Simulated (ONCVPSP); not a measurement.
# lead (Pb): one change to an ONCV potential, before and after

* Element: Pb (Z = 82)
* Generator: ONCVPSP 4.0.1
* Type: optimised norm-conserving Vanderbilt (ONCV)
* Functional: PBE
* Relativity: scalar-relativistic
* Frozen core: [Kr] 4d10 4f14
* Valence charge: 22
* Reference configuration: 5s2 5p6 5d10 6s2 6p1 (charge +1)
* Partial waves: 5s+6s: rc 1.40 bohr, ncon 3, nbas 8, qcut 6.8 1/bohr, 2 projectors; 5p+6p: rc 1.25 bohr, ncon 4, nbas 7, qcut 10.1 1/bohr, 3 projectors, debl 2.3 Ha; 5d: rc 1.60 bohr, ncon 4, nbas 9, qcut 11.7 1/bohr, 2 projectors, debl 3.6 Ha
* Local potential: polynomial inside 0.80 bohr (lpopt 5, dvloc0 0 Ha)
* Core correction: polynomial model core, fcfact 0.6

Change: all radii but the core radius scaled by about 0.76 (s 1.06, p 0.96, d 1.22 bohr); local potential polynomial inside 0.60 bohr (lpopt 5, dvloc0 0 Ha).

Cutoffs: the cutoffs (Ha) at which the residual kinetic energy of the hardest occupied pseudo-wave falls to 1 and 0.1 mHa per electron; they do not see the model core or the augmentation charge, which bear on the density cutoff. Errors are all-electron minus pseudo energies relative to the spin-unpolarised reference configuration.

Problem. What does the change do?

Solution. The bound ghosts move from s to p, s; of the 4 tests that both files solve, the error grows in 0 and shrinks in 1 by more than 15 % and 0.3 meV (median size 6.4 → 5.4 meV).

| quantity | base | changed |
| --- | --- | --- |
| cutoffs, loose and tight | 41 Ha, 52 Ha | not determined |
| bound ghosts | s | s, p |
| GHOST(+) flags under 300 eV | none | p at 204.2 eV |
| error for 5s2 5p6 5d10 6s2 6p2, meV [ΔE -6.58 eV] | +2.7 | +2.8 |
| error for 5s2 5p6 5d10 6s2 6p0, meV [ΔE 13.44 eV] | -6.0 | -6.1 |
| error for 5s2 5p6 5d10 6s1 6p0, meV [ΔE 45.86 eV] | -22 | -22 |
| error for 5s2 5p6 5d9 6s2 6p3, meV [ΔE 12.75 eV] | -6.7 | -4.7 |
| rms error of d²Exc/dni dnj with the model core, mHa | 2.07 | 1.18 |

 A true bound ghost makes a file unfit for plane-wave use even where its test errors are small: the radial tests pick states by their node count and pass the ghost by.
